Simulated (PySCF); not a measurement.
**Electron correlation in Hg (mercury, neutral)**

[Xe] 4f14 5d9 6s2 7s1, high-spin 3D determinant (an excited configuration). All numbers are calculated (PySCF 2.14, a scalar-relativistic core potential, in aug-cc-pVDZ-PP with ECP60MDF (5s5p4d2f, 54 functions)). Frozen: 5s2 5p6; 12 electrons correlated.

| level | correlation energy (mhartree) |
| --- | --- |
| CCSD | -306.36 |
| (T) | -8.97 |
| CCSD(T) | -315.33 |

Diagnostics: T1 = 0.0080, D1 = 0.0242, largest double amplitude 0.144.

Question: Is a single reference adequate?

Answer: Mostly. T1 lies below 0.03, but a double amplitude of this size points to a near-degeneracy that CCSD handles and MP2 describes poorly.
